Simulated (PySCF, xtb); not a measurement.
In(Me)2(NHMe) (C₃H₁₀InN), SMILES C[NH][In]([CH3])[CH3].

GFN2-xTB (xtb) at its own geometry gives an orbital gap of 2.47 eV and a dipole moment of 1.28 D.

The structure is a stationary point at r2SCAN-D4/def2-SVP. The def2 effective core potentials stand for the cores of In; spin–orbit coupling is left out. Other conformers were not sampled.

What does PBE/def2-TZVP in PySCF give? (Estimate from the structure and the level; the computed values follow.)

gap 3.58 eV (levels -4.70 and -1.12 eV), dipole 0.39 D.
